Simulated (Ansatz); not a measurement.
Correlation energies of CH₃BBr₂O, SMILES `COB(Br)Br` by basis set

Cartesian coordinates in Å:
```
C 0.954 0.699 0.002
O -0.254 0.252 0.596
B -1.074 -0.683 0.138
Br -2.641 -1.079 1.165
Br -0.769 -1.656 -1.498
H 0.877 1.776 -0.146
H 1.770 0.488 0.693
H 1.137 0.203 -0.952
```

The species carries charge 0 and has multiplicity 1. Correlated methods include outer-core shells of Br, which these sets cover unevenly. Scalar relativity is left out up to krypton. The geometry is a stationary point of PBE0-D4/def2-TZVP. It is one conformer, not always the lowest. Frozen core, restricted reference, Ansatz.

```
     basis      HF (Eh)  MP2 corr.  CCSD corr.       (T)  CCSD(T) total
  def2-SVP  -5283.37917   -0.86728    -0.88960  -0.02331    -5284.29208
def2-TZVPP            ?          ?    -1.07728         ?              ?
def2-QZVPP            ?   -1.72813           –         –              –
```

(1) Fill in the withheld values. (An estimate is asked.)

Answers

(1) Ansatz gave: def2-TZVPP HF (Eh): -5284.16962; def2-TZVPP MP2 corr.: -1.05560; def2-TZVPP (T): -0.04108; def2-TZVPP CCSD(T) total: -5285.28798; def2-QZVPP HF (Eh): -5284.27459.
